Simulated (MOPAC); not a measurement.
Input file for MOPAC: PM3 on Lu2, 2S+1 = 3, a spin state set in the input, which need not be the lowest, a point of a bond scan (R = 3.083 Å).

```
PM3 1SCF PRECISE CHARGE=0 UHF MS=1 THREADS=1
Lu2

Lu     0.00000000 1     0.00000000 1     0.00000000 1
Lu     0.00000000 1     0.00000000 1     3.08287300 1
```

Output:

```
*******************************************************************************
 **                                                                           **
 **                              MOPAC v23.2.5                                **
 **                                                                           **
 *******************************************************************************
 ** MOPAC's Digital Object Identifier: https://doi.org/10.5281/zenodo.6511958 **
 **                                                                           **
 ** Please cite the open-source release paper for use of this MOPAC version:  **
 ** J. E. Moussa and J. J. P. Stewart (2026)                                  **
 ** MOPAC: An open-source semiempirical molecular orbital program             **
 ** J. Open Source Softw., 11(119), 8025, https://doi.org/10.21105/joss.08025 **
 *******************************************************************************

                              PM3 CALCULATION RESULTS

 *******************************************************************************
 *  PM3        - The PM3 Hamiltonian to be used
 *  UHF        - UNRESTRICTED HARTREE-FOCK CALCULATION
 *
 *
 *
 *                 CHARGE ON SYSTEM = 0
 *
 *
 *
 *  MS=        - IN MECI, MAGNETIC COMPONENT OF SPIN =  1.0
 *  PRECISE    - TIGHTER CRITERIA TO BE USED
 *  1SCF       - DO 1 SCF AND THEN STOP
 *  THREADS=1  - MULTI-THREADING NOT USED
 *  T=         - A TIME OF 172800.0 SECONDS REQUESTED
 *  DUMP=N     - RESTART FILE WRITTEN EVERY 7200.0 SECONDS REQUESTED
 *******************************************************************************
PM3 1SCF PRECISE CHARGE=0 UHF MS=1 THREADS=1
 Lu2

   ATOM   CHEMICAL          X               Y               Z
  NUMBER   SYMBOL      (ANGSTROMS)     (ANGSTROMS)     (ANGSTROMS)

     1      Lu          0.00000000  *   0.00000000  *   0.00000000  *
     2      Lu          0.00000000  *   0.00000000  *   3.08287300  *



          CARTESIAN COORDINATES

    NO.       ATOM           X           Y           Z

     1        Lu          0.0000      0.0000      0.0000
     2        Lu          0.0000      0.0000      3.0829

 Lu: (PM3): R.O. FREIRE, ET AL, J. PHYS. CHEM. A 110 (17) (2006) 5897.

           Empirical Formula: Lu2  =     2 atoms



      MOLECULAR POINT GROUP   :   D*h


          UHF CALCULATION, NO. OF ALPHA ELECTRONS =    1
                           NO. OF BETA  ELECTRONS =   -1

 -------------------------------------------------------------------------------
 PM3 1SCF PRECISE CHARGE=0 UHF MS=1 THREADS=1
 Lu2



     1SCF WAS SPECIFIED, SO BFGS WAS NOT USED
     SCF FIELD WAS ACHIEVED


                              PM3 CALCULATION
                                                       MOPAC v23.2.5 Linux




          FINAL HEAT OF FORMATION =       3064.23382 KCAL/MOL =   12820.75428 KJ/MOL


          COSMO AREA              =        152.08 SQUARE ANGSTROMS
          COSMO VOLUME            =        162.77 CUBIC ANGSTROMS

          ALPHA SOMO LUMO (EV)    =          0.000
          NO. OF ALPHA ELECTRONS  =          1
          NO. OF BETA  ELECTRONS  =         -1
          MOLECULAR WEIGHT        =        349.9340         POINT GROUP:  D*h

          MOLECULAR DIMENSIONS (Angstroms)

            Atom       Atom       Distance
           Lu     2   Lu     1     3.08287
           Lu     2   Lu     1     0.00000
           Lu     1   Lu     2     0.00000


          SCF CALCULATIONS        =          0





   ATOM   CHEMICAL          X               Y               Z
  NUMBER   SYMBOL      (ANGSTROMS)     (ANGSTROMS)     (ANGSTROMS)

     1      Lu          0.00000000  *   0.00000000  *   0.00000000  *
     2      Lu          0.00000000  *   0.00000000  *   3.08287300  *

                             CARTESIAN COORDINATES

   1   Lu        0.000000000     0.000000000     0.000000000
   2   Lu        0.000000000     0.000000000     3.082873000


           Empirical Formula: Lu2  =     2 atoms


 **********************
 *                    *
 * JOB ENDED NORMALLY *
 *                    *
 **********************




 == MOPAC DONE ==
```

The run finished.

Cost: very roughly 0.020 core-seconds.
